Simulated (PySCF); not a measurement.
## Electron correlation in S⁻ (sulfur, charge -1)

[Ne] 3s2 3p5, 2P determinant. Calculation: PySCF 2.14, in aug-cc-pCVTZ-DK (8s7p5d3f, 75 functions); scalar relativity by spin-free X2C-1e. Frozen: 1s2; 15 electrons correlated.

```json
{"level": "CCSD", "correlation energy (mhartree)": "-473.61"}
{"level": "(T)", "correlation energy (mhartree)": "-10.71"}
{"level": "CCSD(T)", "correlation energy (mhartree)": "-484.32"}
```

Diagnostics: T1 = 0.0075, D1 = 0.0290, largest double amplitude 0.036.

Cost of the coupled-cluster step: roughly 70 core-seconds, for 15 correlated electrons.

Iterations:

```
CC2 = 0
CCSD nocc = (np.int64(8), np.int64(7)), nmo = (74, 74)
frozen orbitals [[0], [0]]
max_cycle = 100
direct = 0
conv_tol = 1e-08
conv_tol_normt = 1e-06
diis_space = 8
diis_start_cycle = 0
Init t2, MP2 energy = -0.454575924820392
Init E_corr(UCCSD) = -0.454575924821378
cycle = 1  E_corr(UCCSD) = -0.467417560195772  dE = -0.0128416354  norm(t1,t2) = 0.0467729
cycle = 2  E_corr(UCCSD) = -0.472065413257776  dE = -0.00464785306  norm(t1,t2) = 0.0155938
cycle = 3  E_corr(UCCSD) = -0.473407199364078  dE = -0.00134178611  norm(t1,t2) = 0.00736448
cycle = 4  E_corr(UCCSD) = -0.473679984582699  dE = -0.000272785219  norm(t1,t2) = 0.0024841
cycle = 5  E_corr(UCCSD) = -0.473617489356837  dE = 6.24952259e-05  norm(t1,t2) = 0.00114486
cycle = 6  E_corr(UCCSD) = -0.473601862661978  dE = 1.56266949e-05  norm(t1,t2) = 0.000384396
cycle = 7  E_corr(UCCSD) = -0.473616151864291  dE = -1.42892023e-05  norm(t1,t2) = 0.000145079
cycle = 8  E_corr(UCCSD) = -0.47361459189599  dE = 1.5599683e-06  norm(t1,t2) = 4.86657e-05
cycle = 9  E_corr(UCCSD) = -0.473614285328376  dE = 3.06567615e-07  norm(t1,t2) = 1.63188e-05
cycle = 10  E_corr(UCCSD) = -0.473614660749155  dE = -3.75420779e-07  norm(t1,t2) = 5.78535e-06
cycle = 11  E_corr(UCCSD) = -0.473614583622706  dE = 7.71264487e-08  norm(t1,t2) = 1.70203e-06
cycle = 12  E_corr(UCCSD) = -0.473614601769848  dE = -1.81471421e-08  norm(t1,t2) = 5.01093e-07
cycle = 13  E_corr(UCCSD) = -0.473614608554805  dE = -6.78495693e-09  norm(t1,t2) = 1.62959e-07
UCCSD converged
E(UCCSD) = -399.0967146095239  E_corr = -0.4736146085548052
UCCSD(T) correction = -0.0107062963941777
```
